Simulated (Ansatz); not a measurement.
Consider the ligand exchange at the Si–N bond: `C=C=N[SiH](F)F` + silanol → `F[SiH](F)O[SiH3]` + `C=C=N`.

Program: Ansatz. Geometries: PBE0-D4/def2-TZVP. ΔE: electronic, gas phase. CCSD(T)/CBS adds triple-zeta CCSD(T) − MP2 to the extrapolated MP2 energy (def2 sets, frozen cores). This one scheme is used for every species. Functionals use def2-TZVPP. B3LYP here is the variant with VWN-RPA as its local correlation; programs differ in this. HSE06 is defined as in plane-wave codes. Each species was taken in one conformer, which may not be the lowest.

```json
{"level": "LDA (SPW92)", "ΔE (kcal/mol)": "-13.7", "difference from CCSD(T)/CBS": "2.1"}
{"level": "PBE-D4", "ΔE (kcal/mol)": "-13.6", "difference from CCSD(T)/CBS": "2.2"}
{"level": "BLYP-D4", "ΔE (kcal/mol)": "-14.7", "difference from CCSD(T)/CBS": "1.1"}
{"level": "r2SCAN-D4", "ΔE (kcal/mol)": "-14.9", "difference from CCSD(T)/CBS": "0.9"}
{"level": "B97M-V", "ΔE (kcal/mol)": "-15.0", "difference from CCSD(T)/CBS": "0.8"}
{"level": "B3LYP-D4", "ΔE (kcal/mol)": "-15.3", "difference from CCSD(T)/CBS": "0.5"}
{"level": "r2SCANh-D4", "ΔE (kcal/mol)": "-15.0", "difference from CCSD(T)/CBS": "0.8"}
{"level": "r2SCAN0-D4", "ΔE (kcal/mol)": "-15.1", "difference from CCSD(T)/CBS": "0.7"}
{"level": "HSE06-D4", "ΔE (kcal/mol)": "-14.2", "difference from CCSD(T)/CBS": "1.6"}
{"level": "BHLYP-D4", "ΔE (kcal/mol)": "-16.3", "difference from CCSD(T)/CBS": "-0.5"}
{"level": "CAM-B3LYP-D4", "ΔE (kcal/mol)": "-15.8", "difference from CCSD(T)/CBS": "0.0"}
{"level": "ωB97X-V", "ΔE (kcal/mol)": "-15.3", "difference from CCSD(T)/CBS": "0.5"}
{"level": "ωB97M-V", "ΔE (kcal/mol)": "-15.2", "difference from CCSD(T)/CBS": "0.6"}
{"level": "B2PLYP", "ΔE (kcal/mol)": "-15.3", "difference from CCSD(T)/CBS": "0.5"}
{"level": "PBE-QIDH", "ΔE (kcal/mol)": "-14.8", "difference from CCSD(T)/CBS": "1.0"}
{"level": "PBE", "ΔE (kcal/mol)": "-13.5", "difference from CCSD(T)/CBS": "2.3"}
{"level": "BLYP", "ΔE (kcal/mol)": "-14.7", "difference from CCSD(T)/CBS": "1.1"}
{"level": "r2SCAN", "ΔE (kcal/mol)": "-14.9", "difference from CCSD(T)/CBS": "0.9"}
{"level": "B3LYP", "ΔE (kcal/mol)": "-15.1", "difference from CCSD(T)/CBS": "0.7"}
{"level": "r2SCANh", "ΔE (kcal/mol)": "-15.0", "difference from CCSD(T)/CBS": "0.8"}
{"level": "r2SCAN0", "ΔE (kcal/mol)": "-15.1", "difference from CCSD(T)/CBS": "0.7"}
{"level": "HSE06", "ΔE (kcal/mol)": "-14.1", "difference from CCSD(T)/CBS": "1.7"}
{"level": "BHLYP", "ΔE (kcal/mol)": "-16.0", "difference from CCSD(T)/CBS": "-0.2"}
{"level": "CAM-B3LYP", "ΔE (kcal/mol)": "-15.7", "difference from CCSD(T)/CBS": "0.1"}
{"level": "LC-ωPBE", "ΔE (kcal/mol)": "-14.8", "difference from CCSD(T)/CBS": "1.0"}
{"level": "HF/def2-SVP", "ΔE (kcal/mol)": "-16.9", "difference from CCSD(T)/CBS": "-1.1"}
{"level": "MP2/def2-SVP", "ΔE (kcal/mol)": "-15.4", "difference from CCSD(T)/CBS": "0.4"}
{"level": "CCSD/def2-SVP", "ΔE (kcal/mol)": "-17.0", "difference from CCSD(T)/CBS": "-1.2"}
{"level": "CCSD(T)/def2-SVP", "ΔE (kcal/mol)": "-16.6", "difference from CCSD(T)/CBS": "-0.8"}
{"level": "HF/def2-TZVPP", "ΔE (kcal/mol)": "-17.0", "difference from CCSD(T)/CBS": "-1.2"}
{"level": "MP2/def2-TZVPP", "ΔE (kcal/mol)": "-14.7", "difference from CCSD(T)/CBS": "1.1"}
{"level": "SCS-MP2/def2-TZVPP", "ΔE (kcal/mol)": "-15.5", "difference from CCSD(T)/CBS": "0.3"}
{"level": "CCSD/def2-TZVPP", "ΔE (kcal/mol)": "-16.4", "difference from CCSD(T)/CBS": "-0.6"}
{"level": "CCSD(T)/def2-TZVPP", "ΔE (kcal/mol)": "-15.9", "difference from CCSD(T)/CBS": "-0.1"}
{"level": "HF/def2-QZVPP", "ΔE (kcal/mol)": "-17.4", "difference from CCSD(T)/CBS": "-1.6"}
{"level": "MP2/def2-QZVPP", "ΔE (kcal/mol)": "-14.7", "difference from CCSD(T)/CBS": "1.1"}
{"level": "SCS-MP2/def2-QZVPP", "ΔE (kcal/mol)": "-15.5", "difference from CCSD(T)/CBS": "0.3"}
{"level": "HF/CBS(def2)", "ΔE (kcal/mol)": "-17.4", "difference from CCSD(T)/CBS": "-1.6"}
{"level": "MP2/CBS(def2)", "ΔE (kcal/mol)": "-14.5", "difference from CCSD(T)/CBS": "1.3"}
{"level": "CCSD/CBS(def2)", "ΔE (kcal/mol)": "-16.2", "difference from CCSD(T)/CBS": "-0.4"}
{"level": "CCSD(T)/CBS", "ΔE (kcal/mol)": "-15.8", "difference from CCSD(T)/CBS": "0"}
```

What do rigid-rotor, harmonic-oscillator terms from PBE0-D4/def2-TZVP frequencies (298.15 K, 1 bar) make of the CCSD(T)/CBS value? (Best estimate.)

The calculation gave: ΔZPE = +0.5 kcal/mol, ΔH = -15.3 kcal/mol, ΔS = 14 J/(mol·K), ΔG = -16.3 kcal/mol. Modes under 50 cm⁻¹ make the entropy rough.

Largest T1 diagnostic among the species: 0.015.

In def2-TZVPP, CCSD(T) changes the Hartree–Fock value by +1.1 kcal/mol (the triples alone add +0.5 kcal/mol) and MP2 by +2.3 kcal/mol. Leaving LDA and LC-ωPBE aside and taking each functional with its dispersion term where it has one, the values, not all of them listed here, spread over 3.1 kcal/mol, from BHLYP-D4 to revPBE-D4. At CCSD(T), def2-SVP lies −0.8 kcal/mol from the extrapolated value and def2-TZVPP −0.1 kcal/mol.
